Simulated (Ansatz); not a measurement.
System: C₂H₇BN, charge 0, multiplicity 2. It need not be the lowest isomer of its formula. 
Geometry from a B3LYP-D3(BJ)/def2-TZVP (Ansatz, a first-principles code) optimisation:
```
B
N 1 1.4088
H 2 1.0063 1 123.09
H 2 1.0067 3 113.56 1 180.00
C 1 1.5385 2 118.44 3 -180.00
H 5 1.0848 1 122.84 2 180.00
H 5 1.0868 6 113.83 1 -180.00
C 1 1.5813 2 119.93 3 0.00
H 8 1.0929 1 113.86 2 0.00
H 8 1.0946 9 107.57 1 -123.18
H 8 1.0946 9 107.57 10 -113.64
```
Charge 0, spin multiplicity 2.

Wanted: atomisation energy (electronic, to ground-state atoms), in eV. Cores are frozen in the correlated levels unless marked. UHF or UKS for open shells. Spin-orbit coupling is left out. Non-relativistic. The coupled-cluster limit lacks core correlation, which all-electron functionals hold. CBS marks a two-point X^-3 extrapolation of the correlation energy; Hartree-Fock from the larger set. [CCSD(T)-MP2]/basis is that difference in the basis named.

| level | program | atomisation energy (eV) |
|---|---|---|
| HF/STO-3G | Ansatz | 40.42 |
| HF/6-31G* | Ansatz | 32.82 |

What does RI-MP2/CBS(cc-pVTZ,cc-pVQZ)+[CCSD(T)-MP2]/cc-pVTZ (Ansatz) give?

43.59 eV
